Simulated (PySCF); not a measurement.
Input of a response calculation (the driver script's job line, then coordinates in Å):

```
{"job": {"kind": "uv", "xc": "B3LYP", "basis": "def2-SVPD", "nstates": 8, "ntriplets": 3}, "charge": 0, "multiplicity": 1}
C     -1.511697     1.205604     0.129117
P     -1.078431    -0.283290    -0.834228
Se    -2.664390    -1.559189    -1.257153
C      0.322552    -1.118182     0.040737
C      1.707506    -0.604539    -0.362938
C      1.845472     0.800303    -0.078237
N      1.927350     1.915724     0.157123
H     -1.958586     0.880532     1.069513
H     -0.645726     1.836106     0.318629
H     -2.262173     1.757780    -0.436374
H     -0.433614     0.264771    -1.950198
H      0.153894    -0.997017     1.115715
H      0.239221    -2.184438    -0.189421
H      2.483648    -1.148167     0.184836
H      1.870559    -0.758008    -1.434688
```

Output (SCF cycles cut):

```
converged SCF energy = -2954.4169067370

Static polarisability (au): isotropic 107.618, principal 84.338 102.373 136.144

Singlet excitations
state   eV       nm        f      main configurations
  1   4.6518    266.5   0.00054   H->L 0.89
  2   4.7226    262.5   0.00799   H-1->L 0.89
  3   5.0778    244.2   0.01748   H->L+1 0.47, H-1->L+1 0.30
  4   5.1275    241.8   0.02273   H-1->L+1 0.57, H->L+1 0.32
  5   5.2356    236.8   0.00930   H->L+3 0.37, H->L+2 0.24, H-1->L+2 0.12
  6   5.4084    229.2   0.02978   H-1->L+3 0.49, H-1->L+2 0.12, H->L+3 0.10
  7   5.4519    227.4   0.00547   H->L+3 0.41, H->L+2 0.32, H->L+4 0.11
  8   5.4976    225.5   0.01794   H-1->L+2 0.34, H-1->L+3 0.31, H-1->L+4 0.10

Triplet excitations (Tamm-Dancoff, eV): 4.3053 4.3332 4.8626
```

Computed with TDDFT B3LYP/def2-SVPD, vertical, gas phase, core orbitals frozen in the response (PySCF). Isolated species at its GFN2-xTB geometry (one conformer only). The B3LYP/def2-SVPD calculation is non-relativistic and has no spin–orbit coupling, an omission that weighs most on selenium.

Question: How much of the mean polarisability do the listed states account for?

Answer: The sum over states Σ f/ΔE² (ΔE in hartree) gives 3.01 au, 3% of the total; the rest comes from higher roots of the same response equations.

Question: What is the total energy of state 5 at this geometry?

Answer: -2954.41691 + 0.19240 = -2954.22451 hartree.

Question: What is the gap between the lowest singlet and the lowest triplet?

Answer: 4.6518 − 4.3053 = 0.3465 eV (full response against Tamm–Dancoff).

Question: How many basis functions and electrons does this run hold?

Answer: 229 basis functions for 88 electrons in 44 doubly occupied orbitals.

Question: Give the mean polarisability in Å³.

Answer: 107.62 au × 0.148185 = 15.95 Å³.

Question: Write the structure that the coordinates describe.

Answer: `C[P@H](=[Se])CCC#N` (C4H8NPSe), point group C1.

H and L stand for HOMO and LUMO.

Conformer computed: `[CH3:1][P@H:2](=[Se:3])[CH2:4][CH2:5][C:6]#[N:7]`: C1–P2–C4–C5 -87°, P2–C4–C5–C6 60°.
